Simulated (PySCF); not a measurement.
Telling isomers of C$_{5}$H$_{4}$FN apart by NMR

- J couplings at B3LYP/pcJ-1 (spin–dipole term left out of most H,H and C,H couplings)
- NMR shieldings at PBE0/pcSseg-1/GIAO
- coordinates at the GFN2-xTB level
- code: PySCF 2.14.0 with density-fitted response routines
- a single conformation, non-relativistic Hamiltonian, averaged over atoms made equivalent by symmetry, fast rotation or ring inversion, in vacuum

Shifts are taken against calculated references (same method and geometry level): 1H, 13C against TMS. Multiplet labels drop J under 1 Hz and among equivalent protons, and merge close values. Unscaled 3J(H,H) run several per cent high. One-bond C–F couplings are unscaled and too large by tens of Hz. Shifts are as computed. Against solution values, carbons near 30 ppm lie about +3 ppm off and those near 130 ppm about +5 ppm. Of 1211 compounds with measured shifts, 218 miss one by over three times the rms of a fit or turn the order of signals round; such compounds aren't used in these exercises.

(1) Tabulate the signals of `CC#C[C@@H](F)C#N`, `Fc1ccccn1` and their relative energies.

(2) What is the quickest way to tell CC#C[C@@H](F)C#N from Fc1ccccn1?

## Answers

(1) 
| SMILES | carbon types | δC | δH | E rel. (kcal/mol) |
| --- | --- | --- | --- | --- |
| CC#C[C@@H](F)C#N | 3×C 1×CH 1×CH3 | 118.3, 99.1, 76.5, 69.6, 4.7 | 5.72 (dq, 1H), 2.20 (dd, 3H) | 66.1 |
| Fc1ccccn1 | 1×C 4×CH | 174.2, 155.1, 146.3, 125.3, 114.5 | 8.65 (ddd, 1H), 8.03 (m, 1H), 7.25 (ddd, 1H), 7.04 (dd, 1H) | 0.0 |

Energies are electronic energies at PBE0/pcSseg-1 on these geometries, without zero-point or thermal terms, each for the one conformer computed, which needn't be the lowest.

(2) Both give the same number of carbon signals, but DEPT or the intensities differ. The first has an alkyne carbon (C) at 99.1 ppm, the second an aromatic CH next to a ring nitrogen at 155.1 ppm. Their most deshielded carbons lie at 118.3 and 174.2 ppm. In the proton spectra the most deshielded non-exchanging signals are 5.72 (dq, J = 54.0, 3.2 Hz, 1H) and 8.65 (ddd, J = 5.5, 1.7, 1.7 Hz, 1H).
